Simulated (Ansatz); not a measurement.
Ansatz results at the PBE0-D4/def2-TZVP geometry: LUMO energy (PBE0/def2-TZVPP) -1.25 eV; size of the dipole moment (PBE/def2-TZVPP) 1.21 D; HOMO–LUMO gap (PBE/def2-TZVPP) 3.73 eV.

Task: Which molecule gave them?
A. `F[CH2][InH][I]`
B. `C1CNC1`
C. `C=C(O)B([SiH3])Cl`
D. `F[B]1[CH2][GeH2]1`

Result: D. The others give `F[CH2][InH][I]`: -1.96, 1.15, 3.52; `C1CNC1`: 1.23, 1.15, 5.44; `C=C(O)B([SiH3])Cl`: -2.43, 2.52, 2.87.
